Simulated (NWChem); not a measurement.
Everything below was run with NWChem. System: BI2, charge 0, spin multiplicity 2, at a geometry optimised with UB3LYP/def2-SVP with def2 effective core potentials on I. The structure started from a generated list of species. Its SCF solution wasn't tested for a lower state. Level: UPBE/def2-TZVP with def2 effective core potentials on I.

The NWChem input:

```
start mol
memory heap 200 mb stack 900 mb global 1100 mb
geometry units angstroms nocenter noautoz
  I      1.905929     0.000000     0.041152
  B      0.000000     0.000000    -0.872429
  I     -1.905929     0.000000     0.041152
  symmetry group C2v
end
basis spherical
  * library def2-tzvp
end
ecp
  I library def2-ecp
end
dft
  xc xpbe96 cpbe96
  odft
  mult 2
  semidirect memsize 60000000 filesize 0
  iterations 100
end
task dft energy
```

Part of the output:

```
             Northwest Computational Chemistry Package (NWChem) 7.3.0
             --------------------------------------------------------

                                NWChem Input Module
                                -------------------

 Scaling coordinates for geometry "geometry" by  1.889725989
 (inverse scale =  0.529177249)

 Turning off AUTOSYM since
 SYMMETRY directive was detected!

                             Geometry "geometry" -> ""
                             -------------------------

 Output coordinates in angstroms (scale by  1.889725989 to convert to a.u.)

  No.       Tag          Charge          X              Y              Z
 ---- ---------------- ---------- -------------- -------------- --------------
    1 I                   53.0000     1.90592900     0.00000000     0.04115200
    2 B                    5.0000     0.00000000     0.00000000    -0.87242900
    3 I                   53.0000    -1.90592900     0.00000000     0.04115200

 Effective nuclear repulsion energy (a.u.)     522.6530480555

            Nuclear Dipole moment (a.u.)
            ----------------------------
        X                 Y               Z
 ---------------- ---------------- ----------------
     0.0000000000     0.0000000000    -0.0000623610

      Symmetry information
      --------------------

 Group name             C2v
 Group number             16
 Group order               4
 No. of unique centers     2

      Symmetry unique atoms

     1    2


 Summary of "ao basis" -> "" (spherical)
 ------------------------------------------------------------------------------
       Tag                 Description            Shells   Functions and Types
 ---------------- ------------------------------  ------  ---------------------
 *                         def2-tzvp                  on all atoms

 Summary of "ao basis" -> "ao basis" (spherical)
 ------------------------------------------------------------------------------
       Tag                 Description            Shells   Functions and Types
 ---------------- ------------------------------  ------  ---------------------
[...]
    beta     31     32     33     35     34     37     36     39     38     40
 overlap   0.998  0.995  1.000  0.950  0.995  0.892  0.992  0.997  0.999  0.948

   alpha     41     42     43     44     45     46     47     48     49     50
    beta     41     43     42     44     45     46     47     48     49     50
 overlap   0.989  0.920  0.999  0.995  0.996  1.000  0.994  0.995  0.996  0.999

   alpha     51     52     53     54     55     56     57     58     59     60
    beta     51     52     53     55     54     56     57     58     66     60
 overlap   0.997  0.995  0.995  0.991  1.000  0.992  0.992  0.992  0.863  0.997

   alpha     61     62     63     64     65     66     67     68     69     70
    beta     59     61     63     62     64     65     68     67     69     70
 overlap   0.997  0.998  1.000  0.938  0.997  0.997  0.919  0.997  0.997  0.991

   alpha     71     72     73     74     75     76     77     78     79     80
    beta     71     72     73     74     75     76     77     78     79     80
 overlap   0.998  0.999  0.999  0.999  0.998  0.999  0.999  1.000  0.999  0.998

   alpha     81     82     83     84     85     86     87     88     89     90
    beta     81     82     83     84     85     86     87     88     89     90
 overlap   0.996  0.999  1.000  1.000  1.000  0.996  1.000  1.000  0.996  0.999

   alpha     91     92     93     94     95     96     97     98     99    100
    beta     91     92     93     94     96     95     97     98    101    100
 overlap   0.999  1.000  0.993  0.995  0.992  1.000  0.986  0.996  0.999  0.989

   alpha    101    102    103    104    105    106    107    108    109    110
    beta     99    102    103    104    105    106    107    108    109    110
 overlap   1.000  0.995  0.999  0.999  1.000  1.000  1.000  1.000  1.000  1.000

   alpha    111    112    113    114    115    116    117    118    119    120
    beta    111    112    114    113    115    116    117    118    119    120
 overlap   1.000  1.000  1.000  1.000  1.000  1.000  1.000  1.000  1.000  1.000

   alpha    121    122    123    124    125    126    127    128    129    130
    beta    121    122    123    124    125    126    127    128    129    130
 overlap   1.000  1.000  1.000  1.000  1.000  1.000  1.000  1.000  1.000  1.000

   alpha    131
    beta    131
 overlap   1.000

     --------------------------
     Expectation value of S2:
     --------------------------
      <S2> =      0.7551 (Exact =     0.7500)

 center of mass
 --------------
 x =   0.00000000 y =   0.00000000 z =   0.00599130

 moments of inertia (a.u.)
 ------------------
          31.449251601262           0.000000000000           0.000000000000
           0.000000000000        3323.784825609638           0.000000000000
           0.000000000000           0.000000000000        3292.335574008376

     Multipole analysis of the density
     ---------------------------------

     L   x y z        total         alpha         beta         nuclear
     -   - - -        -----         -----         ----         -------
     0   0 0 0     -0.000000    -28.000000    -27.000000     55.000000

     1   1 0 0     -0.000000     -0.000000      0.000000      0.000000
     1   0 1 0     -0.000000      0.000000     -0.000000      0.000000
     1   0 0 1      0.267288      3.246949      1.375297     -4.354959

     2   2 0 0    -41.150012   -347.682493   -342.073744    648.606225
     2   1 1 0      0.000000      0.000000      0.000000      0.000000
     2   1 0 1      0.000000      0.000000     -0.000000      0.000000
     2   0 2 0    -43.936997    -22.569834    -21.367163      0.000000
     2   0 1 1     -0.000000     -0.000000      0.000000      0.000000
     2   0 0 2    -45.466752    -33.687400    -25.671992     13.892641

 Task  times  cpu:        4.7s     wall:        4.7s

 Total times  cpu:        4.7s     wall:        4.7s
```
